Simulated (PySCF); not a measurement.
Molecule: `[SiH3]Sc1cnc[nH]1`, C$_{3}$H$_{6}$N$_{2}$SSi.

Geometry (Å), atoms numbered from 1 in this order:
```xyz
13

Si    2.543    0.601    0.007
S     1.198   -0.674   -1.090
C    -0.329   -0.342   -0.305
C    -0.719    0.480    0.720
N    -2.052    0.347    0.929
C    -2.474   -0.528    0.062
N    -1.464   -0.983   -0.720
H     2.509    0.182    1.401
H     2.098    1.975   -0.175
H     3.803    0.309   -0.654
H    -0.127    1.150    1.311
H    -3.488   -0.858   -0.035
H    -1.503   -1.658   -1.466
```

Frames of a GFN2-xTB Langevin trajectory at 400 K; GIAO PBE0/pcSseg-1 shieldings in PySCF 2.14, gas phase, non-relativistic; equivalent atoms averaged within each frame.

Referencing at the same level of theory: 29Si (349.16 ppm), 13C (186.93 ppm), 1H (31.72 ppm) vs TMS; 33S (503.73 ppm) against CS2; 15N (267.73 ppm) vs NH3. The references are static minima.

Question: How do the shifts (ppm) fluctuate along the trajectory?

Answer: 
```
         time (fs)    Si1    S2     C6     C4     C3     N5     N7   H12   H11   H13
               250  -36.7  -127  152.5  131.9  123.7  347.9  199.0  8.66  8.43  8.19
               425  -66.0  -175  142.0  126.0  114.9  298.3  191.5  7.83  6.08  7.89
               625  -54.5  -108  136.2  127.8  133.6  306.7  195.0  7.83  6.85  8.39
               800  -65.6  -147  139.0  126.1  127.5  306.5  192.8  6.49  6.36  8.61
              1000  -47.2  -163  137.4  134.8  122.1  333.5  193.5  8.61  7.28  7.75
    mean of frames  -54.0  -144  141.4  129.3  124.4  318.6  194.4  7.88  7.00  8.17
standard deviation   12.5    27    6.6    3.9    6.9   21.1    2.9  0.88  0.92  0.36
```

5 frames give an uncertainty of the mean of about the standard deviation over 2.2 at best, since frames this close in time may not be independent; classical motion lacks zero-point vibration, and the reference would need the same averaging.
